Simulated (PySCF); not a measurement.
## Gas-phase XPS of `O=[CH][GeH2][SH]`, computed

Compound: CH4GeOS.
Numbering: `[O:1]=[CH:2][GeH2:3][SH:4]`

Method: PySCF, delta-SCF UKS SCAN, pcX-2 on the ionised atom, pcseg-1 elsewhere, spin-free X2C. Binding energies are ΔSCF values: E(core-ionised, relaxed orbitals) − E(ground state) at a fixed geometry, referred to the vacuum level.

Problem. Give the core binding energies atom by atom.

Solution. 
| atom(s) | bonded to | level | binding energy (eV) | count |
| --- | --- | --- | --- | --- |
| O1 | C (double bond) | O 1s | 538.86 | 1 |
| S4 | H and Ge | S 1s | 2476.97 | 1 |

Problem. Which photon wavelength matches the O 1s of O1 threshold?

Solution. λ = hc/E = 12398.42 eV Å / 538.86 eV = 23.009 Å.

Problem. Which photon energy gives electrons from O 1s of O1 a kinetic energy of 100 eV, and what is their de Broglie wavelength?

Solution. hν = 538.86 + 100 = 638.86 eV, recoil neglected; λ = 12.264 Å/√(E/eV) = 1.23 Å.

Not every level is listed. The unrestricted hole states depart most from a pure doublet (⟨S²⟩ = 0.75; over 0.85 named) for O 1s of O1 (0.97), which makes this value less certain. No level of carbon or germanium is listed. The structure is a single PBE0-D3(BJ)/def2-SVP conformer in the gas phase; no vibrational or solvent corrections.

Shape of the structure used: `[O:1]=[CH:2][GeH2:3][SH:4]`: O1–C2–Ge3–S4 2°, H–S4–Ge3–C2 -2°.
